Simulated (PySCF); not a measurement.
Sn(H)2(Cl)(OMe) (CH₅ClOSn), SMILES C[O][SnH2][Cl].

The structure is a stationary point at PBE0-D3(BJ)/def2-SVP. The def2 effective core potentials stand for the cores of Sn; spin–orbit coupling is left out. The values are those of a single conformer.

These are C-PCM-PBE0/def2-SVP run with PySCF values and carry that method's errors.

The values are the electrostatic part of the solvation free energy, E(continuum) − E(gas) at the gas-phase geometry, in a cavity of scaled van der Waals radii (PySCF's table); cavitation and dispersion terms are not included. A continuum can't describe solvent molecules that bind to the metal. In vacuum the orbital gap is 7.03 eV. The dipole moment in vacuum is 2.03 D.

**Question.** Estimate the values in water (ε = 78.36), N,N-dimethylformamide (ε = 37.22), chloroform (ε = 4.71). (The exact figures need the calculation; the answer reports its results.)

**Answer.** 
```csv
solvent,ε,ΔG(elec) (kcal/mol),dipole (D),gap (eV)
water,78.36,-4.4,2.73,7.15
"N,N-dimethylformamide",37.22,-4.3,2.71,7.15
chloroform,4.71,-3.4,2.55,7.12
```
